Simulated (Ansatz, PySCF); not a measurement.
This Ansatz (a program for electronic structure) input computes a PBE/def2-TZVPD energy:

Ansatz 0.2 input:
```yaml
crystal:
  periodic: [false, false, false]
  atoms:
    - {symbol: Al, position_ang: [-0.00000000, -0.00000000, -1.10003188]}
    - {symbol: O, position_ang: [-0.00000000, -0.00000000, -2.80814738]}
    - {symbol: Br, position_ang: [0.00000000, 0.00000000, 1.05044553]}
basis:
  gaussian:
    orbitals: def2-TZVPD
hamiltonian:
  xc: {name: PBE}
total_charge: 1
magnetization: {spin_polarized: true, initial_magnetization: 1}
output: {forces: true}
```

### Question
Write an input for the same energy in PySCF and say what it gives.

### Answer

```python
from pyscf import gto, scf, dft

mol = gto.M(
    atom='''
    Al   -0.00000000   -0.00000000   -1.10003188
    O    -0.00000000   -0.00000000   -2.80814738
    Br    0.00000000    0.00000000    1.05044553
    ''',
    basis='def2-tzvpd',
    charge=1,
    spin=1,
    symmetry='C2v',
    verbose=4,
)

mf = dft.UKS(mol, xc='pbe').density_fit(auxbasis='def2-universal-jkfit')
mf.grids.level = 3
mf.conv_tol = 1e-9
mf.max_cycle = 100
mf.max_memory = 1500
mf.kernel()
if not mf.converged:
    mf = mf.newton()
    mf.kernel(mf.make_rdm1())
mf.analyze()
```
It gives -2890.94327 Eh, and Ansatz -2890.94323 Eh, a difference of 0.04 mEh, from the treatment of integrals and grids.
